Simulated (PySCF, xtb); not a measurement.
SnOCl, SMILES [O]=[Sn][Cl], multiplicity 2.

Harmonic wavenumbers (cm⁻¹) from GFN2-xTB run with xtb 6.7.1 at its own minimum, in rising order: 128, 284, 576.

Task: What does B3LYP-D3(BJ)/def2-TZVP (PySCF) give at its own minimum? (Estimate from the structure and the level; the computed values follow.)

Result: 103, 334, 530. Paired by order, the mean absolute difference is 41 cm⁻¹ and the zero-point energies are 1.4 and 1.4 kcal/mol.
